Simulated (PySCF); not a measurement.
MgF, SMILES [Mg+][F], charge +1. Atoms are numbered in the order given.

```xyz
2

Mg     0.0000     0.0000    -0.7286
F      0.0000     0.0000     0.9715
```
Charge +1, spin multiplicity 1.

Coordinates come from a PBE0-D3(BJ)/def2-TZVPD optimisation. The multiplicity is an assumed one; other spin states were not compared.

All values below come from r2SCAN/def2-TZVPD run with PySCF.

Mulliken values depend strongly on the basis, most of all with diffuse functions as here. Atomic charges (e):

| atom | IAO | Mulliken |
|---|---|---|
| Mg1 | [?] | 1.64 |
| F2 | [?] | -0.64 |

Q: Some entries are withheld; supply them. (Estimate from the structure and the level; the computed values follow.)

A: 
- Mg1, IAO: 1.84
- F2, IAO: -0.84
